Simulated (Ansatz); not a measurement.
`Cl[SiH]1[SiH2][GeH2]1` + H₂ → `[SiH2]1[SiH2][GeH2]1` + HCl at 500 K and 1 bar (hydrogenolysis of the Si–Cl bond).

Computed with Ansatz on PBE0-D4/def2-TZVP structures; ΔE is electronic, products minus reactants. CBS: MP2 limit from def2 TZ/QZ plus the TZ coupled-cluster correction, frozen cores. This one scheme is used for every species. For Ge outer-core shells are correlated without core-valence functions, which leaves a few kJ/mol of doubt a bond. Scalar relativity is left out up to krypton.

| species | CCSD(T)/CBS energy (Eh) | H − E (kJ/mol) | S (J/(mol·K)) |
| --- | --- | --- | --- |
| `Cl[SiH]1[SiH2][GeH2]1` | -3117.06300 | 161.4 | 439.4 |
| H₂ | -1.17544 | 41.0 | 145.5 |
| `[SiH2]1[SiH2][GeH2]1` | -2657.83285 | 171.7 | 392.0 |
| HCl | -460.38127 | 32.5 | 201.9 |

H − E and S are ideal-gas, rigid-rotor, harmonic terms from PBE0-D4/def2-TZVP, for one conformer and one mirror image of each species. The MP2-based limit puts H₂ 0.8 mEh under its directly extrapolated value; such offsets cancel only in part. 1 Eh = 2625.50 kJ/mol, R = 8.31446 J/(mol·K).

Question: By hand: ΔE, ΔH, ΔS and ΔG.

Answer: ΔE = (-2657.83285) + (-460.38127) − (-3117.06300) − (-1.17544) = 0.02432 Eh = 63.9 kJ/mol. Δ(H − E) = 171.7 + 32.5 − 161.4 − 41.0 = 1.8, so ΔH = 65.7 kJ/mol. ΔS = 392.0 + 201.9 − 439.4 − 145.5 = 9.0 J/(mol·K). ΔG = 65.7 − 500 × (9.0)/1000 = 61.2 kJ/mol.

Question: By hand: the equilibrium constant, and the temperature at which ΔG would vanish if ΔH and ΔS stayed fixed.

Answer: log₁₀ K = −ΔG/(RT ln 10) = -6.4. ΔG = 0 at ΔH/ΔS = 7300 K, far beyond where these terms or the molecules hold.

The number of gas molecules stays the same, so ΔS is small and ΔH decides. A doubt of 5 kJ/mol in ΔE shifts log₁₀ K by 0.5 here. Other conformers and mirror images would add mixing entropy, several J/(mol·K) or more a flexible species. These are equilibria of isolated gas molecules and say nothing of rates. Largest T1 diagnostic: 0.013 (customary marks: 0.02 for closed shells, 0.045 for open ones).
